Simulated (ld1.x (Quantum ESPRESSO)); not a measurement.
**Transferability test, PAW potential for cobalt (Co)**

Co, PAW, made with ld1.x (Quantum ESPRESSO) 7.5 (LDA (PZ), scalar-relativistic). Core [Ne], reference 3s2 3p6 3d7 4s2 4p0. Waves: 3s (bound): rcut 1.10, rcutus 1.25 bohr; 4s (bound): rcut 1.10, rcutus 1.25 bohr; 3p (bound): rcut 1.15, rcutus 1.25 bohr; 4p (bound, empty): rcut 1.15, rcutus 1.25 bohr; 3d (bound): rcut 1.25, rcutus 1.35 bohr; 3d channel at -0.1 Ry: rcut 1.25, rcutus 1.35 bohr; 4f channel at 0.05 Ry: rcut 0.90, rcutus 1.20 bohr; 4f channel at 1.05 Ry: rcut 0.90, rcutus 1.20 bohr. Local part: all-electron potential smoothed inside 1.25 bohr (lloc = -2). Core correction: Bessel-smoothed model core, default radius (core density twice the valence density). Augmentation charge: BESSEL, radius 0.85 bohr.

Energies are relative to the spin-unpolarised reference configuration 3s2 3p6 3d7 4s2 4p0; without spin polarisation the order of configurations can differ from experiment. Spin-polarised rows fill each open shell by Hund’s rule, majority spin first.

(1) Give the all-electron excitation energy and the error of the potential for: 3s2 3p6 3d7 4s1 4p0; 3s2 3p6 3d7 4s0 4p0; 3s2 3p6 3d6 4s0 4p0; 3s2 3p6 3d7 4s0 4p2; 3s2 3p6 3d6 4s2 4p1; 3s2 3p6 3d5 4s0 4p0; 3s2 3p6 3d8 4s0 4p0; 3s2 3p6 3d7 4s2 4p0 (spin-polarised); 3s2 3p6 3d7 4s1 4p0 (spin-polarised).

Results:

(1)

```json
{"valence configuration": "3s2 3p6 3d7 4s1 4p0", "charge": "+1", "ΔE all-electron (eV)": "9.296", "error AE − PS (meV)": "-0.8"}
{"valence configuration": "3s2 3p6 3d7 4s0 4p0", "charge": "+2", "ΔE all-electron (eV)": "26.380", "error AE − PS (meV)": "-2.6"}
{"valence configuration": "3s2 3p6 3d6 4s0 4p0", "charge": "+3", "ΔE all-electron (eV)": "62.569", "error AE − PS (meV)": "-3.0"}
{"valence configuration": "3s2 3p6 3d7 4s0 4p2", "charge": "0", "ΔE all-electron (eV)": "9.145", "error AE − PS (meV)": "-0.7"}
{"valence configuration": "3s2 3p6 3d6 4s2 4p1", "charge": "0", "ΔE all-electron (eV)": "9.772", "error AE − PS (meV)": "+2.5"}
{"valence configuration": "3s2 3p6 3d5 4s0 4p0", "charge": "+4", "ΔE all-electron (eV)": "118.220", "error AE − PS (meV)": "-3.7"}
{"valence configuration": "3s2 3p6 3d8 4s0 4p0", "charge": "+1", "ΔE all-electron (eV)": "6.705", "error AE − PS (meV)": "-2.4"}
{"valence configuration": "3s2 3p6 3d7 4s2 4p0 (spin-polarised)", "charge": "0", "ΔE all-electron (eV)": "-1.983", "error AE − PS (meV)": "-2.0"}
{"valence configuration": "3s2 3p6 3d7 4s1 4p0 (spin-polarised)", "charge": "+1", "ΔE all-electron (eV)": "6.717", "error AE − PS (meV)": "-2.7"}
```
